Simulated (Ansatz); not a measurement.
Job for Ansatz (an electronic-structure program): R-B3LYP/def2-TZVPP on ClFH2Si (SMILES F[SiH2]Cl).

Ansatz 0.2 input:
```yaml
crystal:
  periodic: [false, false, false]
  atoms:
    - {symbol: Si, position_ang: [-0.11161134, -0.05398497, -0.00190420]}
    - {symbol: F, position_ang: [-0.77225779, 1.39520338, -0.09439615]}
    - {symbol: Cl, position_ang: [1.92417263, 0.15134008, 0.06862740]}
    - {symbol: H, position_ang: [-0.47195836, -0.80267957, -1.21443350]}
    - {symbol: H, position_ang: [-0.56844514, -0.68987892, 1.24210645]}
basis:
  gaussian:
    orbitals: def2-TZVPP
hamiltonian:
  xc: {name: B3LYP}
scf: {lower_state_search: off}
```

The log:

```
WARN ansatz: RAYON_NUM_THREADS=1 ignored (pool sized by the plan → 1); use --threads N
Functional definition: B3LYP
these checks for a lower state are left out or cut short: stability, starts, cluster_reference, orbital_swaps, neighbouring_geometries, increment
integrals: 0.06 GiB planned
878 factors; their error is unknown
mean field: 0.51 GiB planned
mean field evaluation 1: about -23154.0161 eV, gradient 3.4e1 eV
mean field evaluation 2: about -23151.3874 eV, gradient 5.7e1 eV
mean field evaluation 4: about -23155.6679 eV, gradient 1.2e0 eV
mean field evaluation 8: about -23155.7131 eV, gradient 1.4e-1 eV
mean field evaluation 16: about -23155.7132 eV, gradient 4.1e-6 eV
mean field -23155.71315168 eV, -850.9567628183 hartree, gradient 4.1e-6 eV, S^2 0.000000; 0 other end points of the search recorded, 0 dependent functions left out
reference -23155.71337477 eV, -850.9567710165 hartree; 21, 21 occupied and 122, 122 virtual orbitals, 878 factors
Total energy: -23155.71337477 eV, -850.9567710165 hartree
Checks for a lower state left out: stability, starts, cluster_reference, orbital_swaps, neighbouring_geometries, increment
```

Self-consistency was reached.

Cost: around 1.2 core-seconds (rough).
